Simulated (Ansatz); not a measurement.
Program: Ansatz 0.2.0.

Basis-set series for C3H6ClIn (`C=[CH][In]([CH3])[Cl]`). The species carries charge 0 and has multiplicity 1. In takes the def2 core potential. The geometry is a stationary point of PBE0-D4/def2-TZVP. It is one conformer, not always the lowest.

Z-matrix (Å, degrees):
```
C
In 1 2.131
H 1 1.091 2 108.7
H 1 1.091 2 108.7 3 -117.6
H 1 1.089 2 112.0 3 121.2
C 2 2.118 1 140.7 3 -121.3
Cl 2 2.370 1 111.4 3 58.7
C 6 1.330 2 120.2 1 180.0
H 6 1.088 2 120.8 1 -0.0
H 8 1.087 6 121.9 2 -0.0
H 8 1.089 6 121.8 2 180.0
```

```tsv
functional	basis	functions	energy (Eh)	HOMO (eV)	LUMO (eV)
PBE0-D4	def2-SVP	116	-767.75352	-7.58	-1.44
PBE0-D4	def2-QZVPP	503	-768.07455	-7.72	-1.60
ωB97M-V	def2-SVP	116	-767.90117	-9.73	0.27
ωB97M-V	def2-QZVPP	503	-768.22788	-9.89	-0.01
```

Task: Give the rows for def2-TZVPP. (Best estimate.)

Result: The calculation gave: 
```tsv
functional	basis	functions	energy (Eh)	HOMO (eV)	LUMO (eV)
PBE0-D4	def2-TZVPP	269	-768.05267	-7.70	-1.57
ωB97M-V	def2-TZVPP	269	-768.20679	-9.86	0.06
```

Positive LUMOs are unbound and depend on the basis.
